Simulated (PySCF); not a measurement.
**Selenium: a sound run and one with changed settings**

Sound run: Se [Ar] 3d10 4s2 4p4, Se+ [Ar] 3d10 4s2 4p3. Computed with PySCF 2.14 in cc-pVDZ-PP with ECP10MDF (4s3p2d, 23 functions), with a scalar-relativistic core potential. The sound run starts from symmetry-adapted Hartree-Fock orbitals and uses a fine grid where one is needed.

Changed run: 14 angular points. This setting is unsound on purpose.

| species | method | sound run (hartree) | changed run (hartree) | converged |
| --- | --- | --- | --- | --- |
| Se | UHF | -371.84469 | -371.84469 | yes |
| Se | BP86 | -373.26337 | -373.26310 | yes |
| Se | TPSS | -373.02680 | -373.02629 | yes |
| Se+ | UHF | -371.53218 | -371.53218 | yes |
| Se+ | BP86 | -372.90498 | -372.90498 | yes |
| Se+ | TPSS | -372.67527 | -372.67527 | yes |

Ionisation energy of Se:

```csv
method,sound run (eV),changed run (eV)
UHF,8.504,8.504
BP86,9.752,9.745
TPSS,9.566,9.552
```

A coarse angular grid integrates products of high-l functions wrongly, so density functionals can shift, and the SCF can exploit the error; Hartree-Fock and MP2 need no grid.

For comparison, NIST gives 9.752 eV between the lowest levels.
